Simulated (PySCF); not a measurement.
# Broadened absorption spectrum of Ti(OMe)(NMe2)3

Compound: Ti(OMe)(NMe2)3, C₇H₂₁N₃OTi (singlet state).
SMILES: `C[O][Ti]([N](C)C)([N](C)C)[N](C)C`

Method: TDDFT wB97X-D/def2-SVPD, vertical, gas phase, core orbitals frozen in the response in PySCF. Isolated species at its PBE0-D3(BJ)/def2-SVP geometry, gas phase. The geometry optimisation had not met its thresholds, so the values belong to a structure short of the stationary point.

Each state is given a Gaussian of 0.3 eV full width at half maximum, with ε(max) = 2.175×10⁸ f / Δν̃ (Δν̃ the width in cm⁻¹). The cross-section is σ = 3.8235×10⁻²¹ ε cm², given in Mb (10⁻¹⁸ cm²). The width is an assumption, not a result. The curve ends short of the highest state used, and states not computed would add to its high-energy end.

| λ (nm) | σ (Mb) |
| --- | --- |
| 237.8 | 35.55 |
| 241.1 | 24.00 |
| 244.5 | 13.73 |
| 247.8 | 8.92 |
| 251.2 | 10.95 |
| 254.5 | 19.62 |
| 257.9 | 33.11 |
| 261.2 | 45.58 |
| 264.6 | 51.76 |
| 267.9 | 48.67 |
| 271.3 | 38.55 |
| 274.6 | 27.06 |
| 278.0 | 17.80 |
| 281.3 | 12.66 |
| 284.7 | 10.45 |
| 288.1 | 9.78 |
| 291.4 | 9.39 |
| 294.8 | 8.66 |
| 298.1 | 7.51 |
| 301.5 | 6.03 |
| 304.8 | 4.51 |
| 308.2 | 3.08 |
| 311.5 | 1.96 |
| 314.9 | 1.13 |
| 318.2 | 0.61 |
| 321.6 | 0.30 |
| 324.9 | 0.14 |
| 328.3 | 0.06 |
| 331.6 | 0.02 |
| 335.0 | 0.01 |

Problem. Where are the band maxima, and which computed states make them?

Solution. 265 nm (4.68 eV), ε about 14000, made up of S4 (48%) and S5 (48%) (ε in L mol⁻¹ cm⁻¹; maxima over ε = 5, shares over 10%). At its high-energy end, 5.21 eV, the curve is still rising (ε about 9100, from S7, S8 and S10). The states used: S1 4.15 eV (f 0.012); S2 4.30 eV (f 0.017); S3 4.43 eV (f 0.0046); S4 4.64 eV (f 0.075); S5 4.71 eV (f 0.074); S6 4.82 eV (f 0.010); S7 5.19 eV (f 0.024); S8 5.25 eV (f 0.041); S9 5.33 eV (f 0.014); S10 5.37 eV (f 0.059); S11 5.50 eV (f 0.038); S12 5.61 eV (f 0.0027); S13 5.67 eV (f 0.079); S14 5.74 eV (f 0.066); S15 5.81 eV (f 0.0060).

Problem. What would ε be at 4.68 eV, the highest of these maxima, with half the width (0.15 eV)?

Solution. About 23700 L mol⁻¹ cm⁻¹ against 13600, a factor of about 1.7; a lone state at its own centre would give exactly 2.

Problem. Coming from long wavelengths, where does ε first pass 100 L mol⁻¹ cm⁻¹?

Solution. At about 320 nm (3.87 eV), 0.28 eV below S1.

Problem. On this curve, what absorbance would a 10⁻³ mol/L sample give at 248 nm over a 1 cm path?

Solution. 248 nm is 4.999 eV, where ε is about 2300 L mol⁻¹ cm⁻¹, so A = ε c l ≈ 2.3 (Beer–Lambert, with the gas-phase spectrum and the assumed width).
